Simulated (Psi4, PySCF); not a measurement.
C₂H₇BO₃ (SMILES CCOB(O)O), singlet, at a GFN2-xTB geometry, atoms displaced at random by about 0.03 Å a coordinate. Base run: PBE0/6-31G, gradient run with PySCF.

Input for PySCF:
```python
from pyscf import gto, scf, dft

mol = gto.Mole()
mol.atom = '''
    B     0.01809862    0.94135781   -0.02860142
    O     0.31799378    2.06787783   -0.70295421
    H    -0.24525166    2.85773092   -0.64675556
    O    -1.11460104    0.84324108    0.74223758
    H    -1.65167772    1.64240277    0.87347827
    O     0.80727599   -0.12116997   -0.16484860
    C     0.58551370   -1.37111985    0.48223181
    C    -0.39894275   -2.23148647   -0.32030787
    H     1.59044392   -1.83234234    0.54926533
    H     0.21094676   -1.20662622    1.42663284
    H     0.00626955   -2.31096953   -1.34552950
    H    -0.50631713   -3.16773419    0.10834637
    H    -1.32412065   -1.68132553   -0.41501179
'''
mol.basis = '6-31g'
mol.verbose = 4
mol.build()

mf = dft.RKS(mol)
mf.xc = 'pbe0'
mf.kernel()
g = mf.nuc_grad_method()
grad = g.kernel()
```

Programs used: Psi4, PySCF; a row that names a program was run with it.

The coordinate followed is z of atom 1.

The base run was repeated with changes; each row names its change, and settings that it needs were set with it.

```json
[
 {"change": "base", "dE/dx (Eh/bohr)": "-0.002314", "net force (Eh/bohr)": "0.000048"},
 {"change": "finite difference step (bohr) = 1e-5; conv_tol = 1e-11", "dE/dx (Eh/bohr)": "-0.002324", "net force (Eh/bohr)": "-"},
 {"change": "density fitting = on", "dE/dx (Eh/bohr)": "-0.002315", "net force (Eh/bohr)": "0.000048"},
 {"change": "conv_tol = 1e-4", "dE/dx (Eh/bohr)": "-0.002334", "net force (Eh/bohr)": "0.000048"},
 {"change": "grids.level = 0; grid_response = on", "dE/dx (Eh/bohr)": "-0.004670", "net force (Eh/bohr)": "0.000000"},
 {"change": "conv_tol = 1e-11", "dE/dx (Eh/bohr)": "-0.002314", "net force (Eh/bohr)": "0.000048"},
 {"change": "grids.level = 5; grid_response = off", "dE/dx (Eh/bohr)": "-0.002316", "net force (Eh/bohr)": "0.000005"},
 {"change": "conv_tol = 1e-6", "dE/dx (Eh/bohr)": "-0.002306", "net force (Eh/bohr)": "0.000048"},
 {"change": "grids.level = 1; grid_response = off", "dE/dx (Eh/bohr)": "-0.002320", "net force (Eh/bohr)": "0.001053"},
 {"change": "code = psi4", "dE/dx (Eh/bohr)": "-0.002326", "net force (Eh/bohr)": "0.000099"},
 {"change": "grids.level = 5; grid_response = on", "dE/dx (Eh/bohr)": "-0.002316", "net force (Eh/bohr)": "0.000000"},
 {"change": "grids.level = 1; grid_response = on", "dE/dx (Eh/bohr)": "-0.002551", "net force (Eh/bohr)": "0.000000"}
]
```

The net force is zero for an exact gradient.
